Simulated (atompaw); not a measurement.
## u(r) = r·R(r): atom against pseudo-atom (copper)

Columns: radius, all-electron u(r) and pseudo u(r) of the 4s shell (level -4.61 eV) of copper in the configuration [Ar] 3d10 4s1 4p0; PBEsol, scalar-relativistic, PAW (atompaw) scheme, atompaw 4.2.0.5.

```csv
r (bohr),all-electron,pseudo
0.113,0.1148,0.0616
0.227,0.0931,0.1230
0.340,-0.1029,0.1826
0.454,-0.2314,0.2406
0.567,-0.2504,0.2956
0.681,-0.1918,0.3479
0.794,-0.0936,0.3962
0.908,0.0195,0.4409
1.021,0.1304,0.4809
1.135,0.2329,0.5168
1.248,0.3219,0.5477
1.362,0.3979,0.5741
1.475,0.4601,0.5958
1.588,0.5101,0.6129
1.702,0.5495,0.6258
1.815,0.5789,0.6346
1.929,0.6001,0.6396
2.042,0.6138,0.6411
2.156,0.6214,0.6395
2.269,0.6238,0.6351
2.383,0.6216,0.6282
2.496,0.6157,0.6192
2.610,0.6067,0.6082
2.723,0.5952,0.5957
2.837,0.5816,0.5816
2.950,0.5664,0.5664
```

**Question.** How many radial nodes do the two functions have?

**Answer.** The all-electron 4s function has n − l − 1 = 3 (the table is too coarse to show those close to the nucleus); the pseudo-wave has 0, since the states of the same l below it are removed with the core.

**Question.** Is the pseudo-wave norm-conserving?

**Answer.** No, it belongs to a PAW set: the norm inside the radius is not constrained, and the difference is carried by the augmentation charge.
